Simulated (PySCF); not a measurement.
# Atomic charges against the basis set

Compound: C₃H₈AlFO.
Numbering: `[CH3:1][CH2:2][O:3][Al:4]([CH3:5])[F:6]` (hydrogens: H7, H8, H9 on C1; H10, H11 on C2; H12, H13, H14 on C5)

PBE0 throughout (PySCF), one geometry, spherical d and f functions. The structure is a single PBE0-D3(BJ)/def2-SVP conformer in the gas phase; no vibrational or solvent corrections. Atoms taken as equivalent share a column and are averaged. The first 7 of 9 kinds of atom are listed.

Mulliken charges (e):

```
        basis  functions      C1      C2      O3     Al4      C5      F6  H7/H8/H9
       STO-3G         42  -0.246  -0.038  -0.422  +0.912  -0.449  -0.290    +0.077
        6-31G         74  -0.538  +0.005  -0.833  +1.325  -0.915  -0.529    +0.179
     pcSseg-0         74  -0.718  -0.075  -0.899  +1.570  -1.289  -0.528    +0.238
       6-31G*        104  -0.568  -0.033  -0.607  +1.010  -0.811  -0.472    +0.185
      cc-pVDZ        128  -0.145  +0.139  -0.516  +0.760  -0.283  -0.399    +0.053
     def2-SVP        128  -0.158  +0.191  -0.561  +0.952  -0.458  -0.418    +0.052
  aug-cc-pVDZ        214  +0.426  +0.796  -0.745  +1.326  +0.309  -0.665    -0.138
6-311+G(2d,p)        218  -0.447  -0.069  -0.649  +1.488  -1.008  -0.546    +0.153
    def2-TZVP        240  -0.380  -0.035  -0.322  +0.677  -0.599  -0.365    +0.126
      cc-pVTZ        296  -0.316  +0.017  -0.292  +0.541  -0.396  -0.341    +0.102
     IGLO-III        299  -0.364  -0.133  -0.513  +1.263  -0.658  -0.609    +0.121
```

IAO charges (e):

```json
{"basis": "STO-3G", "functions": "42", "C1": "-0.411", "C2": "-0.123", "O3": "-0.551", "Al4": "+1.302", "C5": "-0.749", "F6": "-0.469", "H7/H8/H9": "+0.133"}
{"basis": "6-31G", "functions": "74", "C1": "-0.448", "C2": "-0.052", "O3": "-0.626", "Al4": "+1.251", "C5": "-0.820", "F6": "-0.551", "H7/H8/H9": "+0.150"}
{"basis": "pcSseg-0", "functions": "74", "C1": "-0.444", "C2": "-0.050", "O3": "-0.621", "Al4": "+1.268", "C5": "-0.825", "F6": "-0.540", "H7/H8/H9": "+0.147"}
{"basis": "6-31G*", "functions": "104", "C1": "-0.426", "C2": "-0.023", "O3": "-0.654", "Al4": "+1.312", "C5": "-0.809", "F6": "-0.564", "H7/H8/H9": "+0.142"}
{"basis": "cc-pVDZ", "functions": "128", "C1": "-0.424", "C2": "-0.021", "O3": "-0.650", "Al4": "+1.299", "C5": "-0.806", "F6": "-0.565", "H7/H8/H9": "+0.141"}
{"basis": "def2-SVP", "functions": "128", "C1": "-0.415", "C2": "-0.017", "O3": "-0.648", "Al4": "+1.311", "C5": "-0.803", "F6": "-0.562", "H7/H8/H9": "+0.138"}
{"basis": "aug-cc-pVDZ", "functions": "214", "C1": "-0.434", "C2": "-0.026", "O3": "-0.662", "Al4": "+1.328", "C5": "-0.822", "F6": "-0.579", "H7/H8/H9": "+0.145"}
{"basis": "6-311+G(2d,p)", "functions": "218", "C1": "-0.437", "C2": "-0.028", "O3": "-0.670", "Al4": "+1.345", "C5": "-0.832", "F6": "-0.582", "H7/H8/H9": "+0.146"}
{"basis": "def2-TZVP", "functions": "240", "C1": "-0.437", "C2": "-0.025", "O3": "-0.672", "Al4": "+1.354", "C5": "-0.834", "F6": "-0.582", "H7/H8/H9": "+0.145"}
{"basis": "cc-pVTZ", "functions": "296", "C1": "-0.438", "C2": "-0.026", "O3": "-0.668", "Al4": "+1.346", "C5": "-0.833", "F6": "-0.580", "H7/H8/H9": "+0.146"}
{"basis": "IGLO-III", "functions": "299", "C1": "-0.438", "C2": "-0.028", "O3": "-0.673", "Al4": "+1.354", "C5": "-0.835", "F6": "-0.583", "H7/H8/H9": "+0.146"}
```

Some averages cover members that differ in this geometry, most widely: H7/H8/H9, Mulliken in 6-31G +0.166 to +0.198; H7/H8/H9, Mulliken in 6-31G* +0.173 to +0.203; H7/H8/H9, Mulliken in def2-TZVP +0.114 to +0.144; H7/H8/H9, Mulliken in cc-pVDZ +0.042 to +0.069 e.

Q: Which scheme is steadiest as the basis changes?

A: Largest range over the bases for any column: IAO 0.12 e, Mulliken 1.60 e. IAO charges move least and Mulliken charges most, counted in e. Without the minimal STO-3G basis the ranges are IAO 0.10, Mulliken 1.60 e.

Q: How much do the charges still move between the two largest bases, cc-pVTZ and IGLO-III?

A: At most, over all atoms: Mulliken 0.722 e, IAO 0.008 e.

Q: What do the same runs give for the total energy, the frontier levels and the dipole moment?

A: 
```json
{"basis": "STO-3G", "energy (Eh)": "-529.4974", "HOMO (eV)": "-3.45", "LUMO (eV)": "5.77", "μ (D)": "0.25"}
{"basis": "6-31G", "energy (Eh)": "-536.2123", "HOMO (eV)": "-7.84", "LUMO (eV)": "0.05", "μ (D)": "1.25"}
{"basis": "pcSseg-0", "energy (Eh)": "-535.4004", "HOMO (eV)": "-7.85", "LUMO (eV)": "0.24", "μ (D)": "1.11"}
{"basis": "6-31G*", "energy (Eh)": "-536.2982", "HOMO (eV)": "-7.85", "LUMO (eV)": "0.24", "μ (D)": "1.03"}
{"basis": "cc-pVDZ", "energy (Eh)": "-536.3261", "HOMO (eV)": "-7.95", "LUMO (eV)": "0.14", "μ (D)": "1.20"}
{"basis": "def2-SVP", "energy (Eh)": "-536.0276", "HOMO (eV)": "-7.96", "LUMO (eV)": "0.13", "μ (D)": "1.07"}
{"basis": "aug-cc-pVDZ", "energy (Eh)": "-536.3560", "HOMO (eV)": "-8.06", "LUMO (eV)": "-0.60", "μ (D)": "1.17"}
{"basis": "6-311+G(2d,p)", "energy (Eh)": "-536.4285", "HOMO (eV)": "-8.10", "LUMO (eV)": "-0.55", "μ (D)": "1.17"}
{"basis": "def2-TZVP", "energy (Eh)": "-536.4594", "HOMO (eV)": "-8.06", "LUMO (eV)": "-0.16", "μ (D)": "1.11"}
{"basis": "cc-pVTZ", "energy (Eh)": "-536.4464", "HOMO (eV)": "-8.04", "LUMO (eV)": "-0.10", "μ (D)": "1.10"}
{"basis": "IGLO-III", "energy (Eh)": "-536.4673", "HOMO (eV)": "-8.07", "LUMO (eV)": "-0.22", "μ (D)": "1.11"}
```

The dipole is fixed by the density alone, so its range of 1.00 D shows that the density itself changes with the basis, not only its division among atoms.
